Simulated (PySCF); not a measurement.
Input file for PySCF: R-M06-2X/def2-TZVPP on CH5BFN (SMILES CNBF).

```python
from pyscf import gto, dft

mol = gto.M(
    atom='''
    C    -1.12240668   -0.08646929    0.22846920
    N     0.21843043    0.47455245    0.16487245
    B     1.34778550   -0.12625945   -0.37963077
    F     1.25588603   -1.35548312   -0.92007204
    H    -1.11736423   -1.07487246   -0.22562881
    H    -1.46318604   -0.18553404    1.26196960
    H    -1.83965476    0.53579845   -0.31226412
    H     0.31510659    1.39458250    0.56282091
    H     2.40540314    0.42368495   -0.38053644
    ''',
    basis='def2-tzvpp',
    charge=0, spin=0, verbose=4, max_memory=1800)
mf = dft.RKS(mol, xc='m062x').density_fit(auxbasis='def2-universal-jkfit')
mf.grids.level = 4
mf.conv_tol = 1e-9
mf.max_cycle = 150
mf.kernel()
mf.dip_moment()
```

Question: Predict the final total energy.

Answer: -220.6606 hartree.
